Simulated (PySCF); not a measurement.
**Telling isomers of C5H9N3OSi apart by NMR**

Rapidly exchanging positions averaged, a single conformation, non-relativistic Hamiltonian, isolated molecule. Coordinates at the GFN2-xTB level; shielding tensors at PBE0/pcSseg-1 (GIAO); PySCF.

Shifts are taken against calculated references (same method and geometry level): TMS for ¹H and ¹³C. Where no couplings were computed, multiplicities follow the n + 1 count of equivalent neighbours, and m marks all less simple cases (inequivalent or close neighbours, rings, F or P nearby). Shifts are as computed. Against solution values, carbons near 30 ppm lie about +3 ppm off and those near 130 ppm about +5 ppm (rms about the fit 2.1 ppm; single classes can miss by 10 ppm). Of 1328 compounds with measured shifts, 309 miss one by over three times the rms of a fit or turn the order of signals round; such compounds aren't used in these exercises. Signals without a measured value on file couldn't be tested in this way; 1H shifts scatter by 0.2 ppm about their fit, and single ones miss by 0.5 ppm.

(1) Tabulate the signals of `CCc1nnc(C=O)n1[SiH3]`, `CCc1ncnnc1O[SiH3]` and their relative energies.

(2) What is the quickest way to tell CCc1nnc(C=O)n1[SiH3] from CCc1ncnnc1O[SiH3]?

Results:

(1) 
```tsv
SMILES	carbon types	δC	δH	E rel. (kcal/mol)
CCc1nnc(C=O)n1[SiH3]	2×C 1×CH 1×CH2 1×CH3	189.2, 167.3, 164.5, 23.5, 17.2	9.96 (s, 1H), 5.17 (s, 3H), 3.18 (q, 2H), 1.31 (t, 3H)	0.0
CCc1ncnnc1O[SiH3]	2×C 1×CH 1×CH2 1×CH3	168.7, 161.1, 158.7, 32.1, 15.0	9.55 (s, 1H), 5.21 (s, 3H), 3.00 (q, 2H), 1.36 (t, 3H)	2.2
```

Energies are electronic energies at PBE0/pcSseg-1 on these geometries, without zero-point or thermal terms, each for the one conformer computed, which needn't be the lowest.

(2) Both give the same number of carbon signals, with the same numbers of each carbon type, so the positions decide. The first has an aldehyde carbonyl carbon (CH) at 189.2 ppm, the second an aromatic CH between two ring heteroatoms at 158.7 ppm. Their most deshielded carbons lie at 189.2 and 168.7 ppm. In the proton spectra the most deshielded non-exchanging signals are 9.96 (s, 1H) and 9.55 (s, 1H).
